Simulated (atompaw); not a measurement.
Which change was made? (Kr, PAW (atompaw))

```json
{
 "Element": "Kr (Z = 36)",
 "Generator": "atompaw 4.2.0.5",
 "Type": "PAW",
 "Functional": "PBE",
 "Relativity": "scalar-relativistic",
 "Frozen core": "[Ar]",
 "Valence charge": "18",
 "Reference configuration": "3d10 4s2 4p6",
 "Partial waves": "4s (bound): rc 1.20 bohr; 4s channel at -1.35 Ry: rc 1.20 bohr; 4p (bound): rc 1.20 bohr; 4p channel at 0.35 Ry: rc 1.20 bohr; 3d (bound): rc 0.95 bohr; 3d channel at -5.55 Ry: rc 0.95 bohr",
 "Local potential": "troulliermartins scheme with l = 3 at 0.5 Ry, radius 0.90 bohr",
 "Core correction": "smooth core density matched at 0.70 bohr",
 "Augmentation charge": "sinc compensation charge, radius 1.10 bohr; PAW radius 1.20 bohr; waves and projectors: custom rrkj gramschmidtortho"
}
```

Cutoffs, loose and tight: the cutoffs (Ry, on a coarse ladder) from which the occupation-weighted sum of valence levels, in a spherical-Bessel basis at the reference potential, stays within 10 and 1 mRy of its value at 400 Ry. They see the waves, projectors and local potential, not the compensation charge or the core.

The base gives: outcome: generated; cutoff, loose: 180 Ry; cutoff, tight: 300 Ry; bound ghosts: s, p.

(1) After one change the result is: outcome: generated; cutoff, loose: 120 Ry; cutoff, tight: 200 Ry; bound ghosts: s. Which change was it?
A. wave 4p channel at 0.35 Ry: rc 1.20 bohr becomes 4p channel at 0.35 Ry: rc 0.88 bohr
B. all radii scaled by about 1.18 (s 1.42, p 1.42, d 1.12 bohr); local potential troulliermartins scheme with l = 3 at 0.5 Ry, radius 1.06 bohr; augmentation sinc compensation charge, radius 1.30 bohr; PAW radius 1.42 bohr; waves and projectors: custom rrkj gramschmidtortho; core correction smooth core density matched at 0.82 bohr
C. waves 4s (bound); 4s channel at -1.35 Ry; 4p (bound); 4p channel at 0.35 Ry; 3d (bound); 3d channel at -5.55 Ry; augmentation sinc compensation charge, radius 1.10 bohr; PAW radius 1.20 bohr; waves and projectors: bloechl

Answers

(1) B. The others give: waves 4s (bound); 4s channel at -1.35 Ry; 4p (bound); 4p channel at 0.35 Ry; 3d (bound); 3d channel at -5.55 Ry; augmentation sinc compensation charge, radius 1.10 bohr; PAW radius 1.20 bohr; waves and projectors: bloechl → outcome: failed: atompaw: terminating projector 1000 | wave 4p channel at 0.35 Ry: rc 1.20 bohr becomes 4p channel at 0.35 Ry: rc 0.88 bohr → outcome: failed: atompaw: The overlap operator has at least one negative eigenvalue!.
